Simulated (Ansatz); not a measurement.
Species: C3H5N, SMILES `C=C=NC` (charge 0, multiplicity 1), formula C3H5N.

Problem. How many basis functions does frozen-core CCSD(T)/cc-pVTZ // PBE0-D4/def2-TZVP run with Ansatz (a first-principles code) use, how many core orbitals are frozen, and how many electrons are correlated?

Solution. 190 basis functions and 4 frozen orbitals, which leaves 22 correlated electrons. Core time is of the order of minutes.
